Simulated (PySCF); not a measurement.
How methods differ on the excitation energy of Ne⁺

Ne⁺ [He] 2s2 2p5 (2P) → Ne⁺ [He] 2s1 2p5 3s1 (4P), as a difference of total energies. Calculation: PySCF 2.14, in dyall-av3z (15s9p3d2f, 71 functions); the spin-free X2C one-electron Hamiltonian (Gaussian nucleus). Correlated levels: valence: 1s2 frozen; virtual orbitals above 40 to 60 times the deepest correlated orbital energy dropped. The calculations carry no spin-orbit coupling.

```json
{"method": "UHF", "excitation energy (eV)": "52.509"}
{"method": "LDA", "excitation energy (eV)": "50.160"}
{"method": "PBE", "excitation energy (eV)": "50.199"}
{"method": "PBE0", "excitation energy (eV)": "51.085"}
{"method": "r2SCAN", "excitation energy (eV)": "51.494"}
{"method": "BLYP", "excitation energy (eV)": "50.174"}
{"method": "r2SCANh", "excitation energy (eV)": "51.663"}
{"method": "M06-2X", "excitation energy (eV)": "51.467"}
{"method": "LC-wPBE", "excitation energy (eV)": "50.784"}
{"method": "MP2 (valence)", "excitation energy (eV)": "52.373"}
{"method": "SCS-MP2 (valence)", "excitation energy (eV)": "52.259"}
```

Task: How much does correlation contribute at MP2 (valence)?

Result: 52.373 − (52.509) = -0.136 eV, measured against UHF.

The upper state lies above the first ionisation limit, where it may autoionise and the basis confines it. A Rydberg-like electron needs more diffuse functions than a valence basis has.

The promoted electron is Rydberg-like, and one or two diffuse shells describe it only roughly, which tends to raise the upper state.
